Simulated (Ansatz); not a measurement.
A trace of molecular dynamics of CH₈BNSi (12 atoms, charge 0, multiplicity 1).

All numbers below come from Ansatz, RKS PBE/STO-3G.

* ensemble: NVE (velocity Verlet)
* starting velocities drawn for: 1000 K
* seed: 263859

```
time (fs)   T (K)  potential energy less start (eV)  conserved less start (meV/atom)
      0.0    1000                             0.000                             0.00
     12.0     932                             1.220                            94.32
     24.0     895                             4.981                           403.73
     36.0   15980                            17.851                          3101.20
     48.0   99313                            29.898                         13081.42
     60.0   96484                            33.356                         13064.85
     72.0  154646                            36.834                         19619.70
     84.0  153445                            39.252                         19691.91
     96.0  168871                            43.678                         21722.37
    108.0  170936                            40.182                         21653.43
    120.0  169279                            42.634                         21679.30
    132.0  168647                            44.153                         21737.83
    144.0  168483                            43.927                         21701.33
    156.0  168485                            44.027                         21709.87
    168.0  168731                            44.375                         21765.38
    180.0  170914                            40.877                         21708.94
    192.0  169048                            43.030                         21687.41
    204.0  170781                            41.531                         21749.15
    216.0  169459                            42.319                         21672.41
    228.0  169420                            43.286                         21748.75
    240.0  170894                            42.078                         21806.89
    252.0  213155                            48.369                         26883.45
    264.0  212737                            48.922                         26884.43
    276.0  213083                            48.490                         26885.72
    288.0  214889                            46.077                         26879.20
    300.0  212796                            48.872                         26886.54
```

Q: Is this trajectory sound?

A: The conserved energy changed by up to 27000 meV per atom, so the integration failed: the time step of 3 fs is too long for the fastest motions that this run met, and the later frames carry no physical meaning.

The run took 3.3 min on 1 thread of Arm Neoverse V1 (shared host), peak memory 0.19 GiB.
